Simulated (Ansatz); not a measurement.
# What each rung costs, and what it gives

Saddle point of GeSiH$_{8}$, closed shell (GeSiH₆ ([SiH3][GeH3]) + H₂ → GeSiH₄ ([SiH2][GeH2]) + H₂ + H₂; bonds formed: H4–H7, H6–H9; bonds broken: Ge1–H4, Si2–H9, H6–H7), PBE0-D4/def2-TZVP structure:

```xyz
10
angstrom
Ge -0.0882 0.4778 -1.3300
Si 1.1857 -0.7327 0.0457
H -1.2137 -0.1203 -2.1717
H -1.3817 0.7629 0.2456
H 0.0763 1.9866 -1.5003
H -0.7848 -0.1266 1.8702
H -1.4791 0.5519 1.0719
H 2.4852 -0.1323 0.4241
H -0.0365 -0.4791 1.5649
H 1.2368 -2.1883 -0.2203
```

Barriers are electronic and count from the start structure reached by relaxing down the imaginary mode.

Ansatz 0.2.0; basis: as named in each row; cores frozen in the correlated methods. Filled d shells of the heavier atoms are correlated. The def2 sets are not built for correlating such inner shells, so the correlated values are less sure here. B3LYP uses VWN-RPA correlation. Extrapolation: Hartree–Fock as exp(−7.88 √X), correlation as X^−2.97.

Times are rough, for one single point on 4 threads of a shared host (AMD EPYC).

The estimate by CCSD(T) at an estimated basis limit (MP2 extrapolated from triple and quadruple zeta, plus CCSD(T) − MP2 in triple zeta) is 3.209 eV.

| method | basis | time (s) | barrier (eV) | method less estimate |
| --- | --- | --- | --- | --- |
| HF | STO-3G | under 1 | 6.184 | 2.975 |
| PBE-D4 | STO-3G | under 1 | 3.646 | 0.437 |
| SPW92 | def2-SVP | under 1 | 2.130 | -1.079 |
| PBE-D4 | def2-SVP | under 1 | 2.420 | -0.790 |
| B3LYP-D4 | 6-31G | 1 | 2.732 | -0.477 |
| PBE0-D4 | def2-SVP | 1 | 2.824 | -0.385 |
| SPW92 | def2-TZVPP | 1 | 2.156 | -1.053 |
| PBE-D4 | def2-TZVPP | 2 | 2.449 | -0.760 |
| BLYP-D4 | def2-TZVPP | 2 | 2.545 | -0.665 |
| PBE0-D4 | def2-TZVPP | 3 | 2.848 | -0.362 |
| BHLYP-D4 | def2-TZVPP | 3 | 3.378 | 0.168 |
| B3LYP-D4 | def2-TZVPP | 3 | 2.878 | -0.332 |
| r2SCAN-D4 | def2-TZVPP | 3 | 2.761 | -0.448 |
| CAM-B3LYP-D4 | def2-TZVPP | 3 | 3.192 | -0.018 |
| r2SCAN0-D4 | def2-TZVPP | 4 | 3.033 | -0.177 |
| wB97M-V | def2-SVP | 4 | 3.170 | -0.039 |
| CCSD(T) | def2-SVP | 4 | 3.339 | 0.129 |
| RPA on PBE | def2-TZVPP | 5 | 3.328 | 0.119 |
| B2PLYP | def2-TZVPP | 6 | 3.147 | -0.063 |
| PBE-QIDH | def2-TZVPP | 6 | 3.245 | 0.036 |
| B97M-V | def2-TZVPP | 6 | 2.868 | -0.342 |
| wB97X-V | def2-TZVPP | 6 | 3.409 | 0.200 |
| wB97M-V | def2-TZVPP | 7 | 3.232 | 0.023 |
| MP2 | def2-QZVPP | 27 | 3.224 | 0.014 |
| CCSD(T) | def2-TZVPP | 60 | 3.266 | 0.057 |

All methods are single points on the PBE0-D4 structures.

The T1 diagnostic stays at or below 0.015. The restricted Hartree–Fock reference is unstable towards an unrestricted one at one or more of these structures. A large double-excitation amplitude points to some diradical character; no triplet was computed.

Labels in which every atom is bracketed show which atoms are joined, not bond orders.
